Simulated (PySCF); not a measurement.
Isomers of C6H13N3Si, one GFN2-xTB conformer each. Single-point energies are computed at PBE0/pcSseg-1 (PySCF, gas phase, no added dispersion term), electronic only.

| SMILES | GFN2-xTB relative energy (kJ/mol) |
| --- | --- |
| Cc1ncnn1[Si](C)(C)C | 0.0 |
| Cc1cnn([Si](C)(C)C)n1 | 64.5 |
| Cc1nnc([Si](C)(C)C)[nH]1 | 100.6 |
| CC(C)(C)n1ncc([SiH3])n1 | 41.0 |
| Cc1nn([SiH](C)C)nc1C | 20.2 |

Conformers: `[CH3:1][c:2]1[n:3][n:4]([SiH:5]([CH3:6])[CH3:7])[n:8][c:9]1[CH3:10]` with N3–N4–Si5–C6 60°.

Question: What does PBE0/pcSseg-1 give for the same structures?

Answer: 
| SMILES | PBE0/pcSseg-1 E (Eh) | PBE0/pcSseg-1 (kJ/mol) | GFN2-xTB (kJ/mol) | point group |
| --- | --- | --- | --- | --- |
| Cc1ncnn1[Si](C)(C)C | -689.62130 | 0.0 | 0.0 | C1 |
| Cc1cnn([Si](C)(C)C)n1 | -689.60094 | 53.5 | 64.5 | C1 |
| Cc1nnc([Si](C)(C)C)[nH]1 | -689.59547 | 67.8 | 100.6 | Cs |
| Cc1nn([SiH](C)C)nc1C | -689.59088 | 79.9 | 20.2 | Cs |
| CC(C)(C)n1ncc([SiH3])n1 | -689.53752 | 220.0 | 41.0 | C1 |

Both levels put the same isomer lowest; measured from each level's own lowest isomer, the values differ by up to 179.0 kJ/mol (CC(C)(C)n1ncc([SiH3])n1: 41.0 against 220.0). 

Question: Which frontier levels, dipoles and rotational constants go with these structures?

Answer: 
| SMILES | HOMO (eV, PBE0/pcSseg-1) | LUMO (eV) | dipole (D) | A, B, C (MHz) |
| --- | --- | --- | --- | --- |
| Cc1ncnn1[Si](C)(C)C | -7.27 | 0.24 | 3.58 | 1670, 938.9, 754.4 |
| Cc1cnn([Si](C)(C)C)n1 | -7.23 | 0.11 | 0.39 | 2073, 722.9, 654.1 |
| Cc1nnc([Si](C)(C)C)[nH]1 | -7.01 | 0.20 | 5.36 | 2137, 655.2, 603.2 |
| Cc1nn([SiH](C)C)nc1C | -7.00 | 0.20 | 0.59 | 2143, 662.8, 610.2 |
| CC(C)(C)n1ncc([SiH3])n1 | -7.48 | -0.04 | 1.06 | 2560, 655.8, 593.5 |
